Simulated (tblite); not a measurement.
Run record: tight-binding relaxation, `Cc1ccc(P(=O)(O)O)cc1`.

Computed with GFN2-xTB geometry optimisation, gas phase (tblite 0.8.0). Start geometry: from a force field or distance geometry. The input is one job of a driver script: a line of settings, then coordinates in Å.

Command:
```bash
OMP_NUM_THREADS=1 python probes_run.py task.json out
```

Input:
```
{"job": {"kind": "relax", "xc": "GFN2-xTB", "basis": "xTB"}, "charge": 0, "multiplicity": 1}
C      3.369200    -0.071500    -0.060400
C      1.848700    -0.056700    -0.053900
C      1.152900     0.987300     0.503200
C     -0.237800     1.004000     0.504700
C     -0.940800    -0.079400    -0.023600
P     -2.751000    -0.051900    -0.006400
O     -3.304700    -1.259100    -0.748500
O     -3.332700     1.354700    -0.763200
O     -3.179900    -0.079300     1.630000
C     -0.259000    -1.144600    -0.577500
C      1.122800    -1.111000    -0.576600
H      3.703000     0.238000    -1.085500
H      3.701800    -1.078600     0.191900
H      3.727100     0.710800     0.642300
H      1.725100     1.812600     0.913400
H     -0.805300     1.836500     0.959200
H     -2.544600     1.774000    -1.221200
H     -3.803600    -0.859900     1.766400
H     -0.831900    -1.955700    -0.988700
H      1.635500    -1.959500    -1.008700
```

Output:
```
step      E/eV     max force
  0    -935.48425    3.388
  1    -935.80538    2.267
  2    -935.95533    1.422
  3    -936.07659    1.337
  4    -936.12091    0.975
  5    -936.17087    0.349
  6    -936.18206    0.304
  7    -936.19090    0.202
  8    -936.19326    0.121
  9    -936.19471    0.110
... (70 lines left out)
 80    -936.30660    0.016
 81    -936.30664    0.014
 82    -936.30667    0.019
 83    -936.30673    0.021
 84    -936.30681    0.021
 85    -936.30688    0.019
 86    -936.30694    0.015
 87    -936.30699    0.014
 88    -936.30703    0.011
 89    -936.30706    0.010
```

«max force» is the largest atomic force in eV/Å.

Q: From which step on does the largest force stay under 0.1 eV/Å, and how much energy is left to gain from there?

A: From step 48 (0.065 eV/Å), 6.5 meV above the end.

Main results: energy lowered by 19.0 kcal/mol over 89 steps; largest atomic force 0.010 eV/Å at the end.

Q: Where do the atoms end?

A: 0.273 Å rms from the input after alignment:
```
atom  x, y, z in Å
C1     3.3899   -0.0878   -0.0331
C2     1.8923   -0.0737   -0.0243
C3     1.1918    0.9848    0.5443
C4    -0.1905    1.0002    0.5422
C5    -0.8852   -0.0504   -0.0342
P6    -2.6873   -0.0698   -0.0377
O7    -3.3749   -1.1096   -0.8115
O8    -3.1337    1.4178   -0.4832
O9    -3.0511   -0.0811    1.5231
C10   -0.2032   -1.1091   -0.6097
C11    1.1786   -1.1185   -0.6036
H12    3.7600    0.1769   -1.0237
H13    3.7657   -1.0800    0.2075
H14    3.7913    0.6251    0.6824
H15    1.7366    1.8028    0.9943
H16   -0.7410    1.8167    0.9835
H17   -3.5115    1.3764   -1.3608
H18   -3.8757   -0.5533    1.6463
H19   -0.7710   -1.9117   -1.0554
H20    1.7137   -1.9449   -1.0495
```
Labels such as C1 count atoms from 1, the log's own numbers from 0.
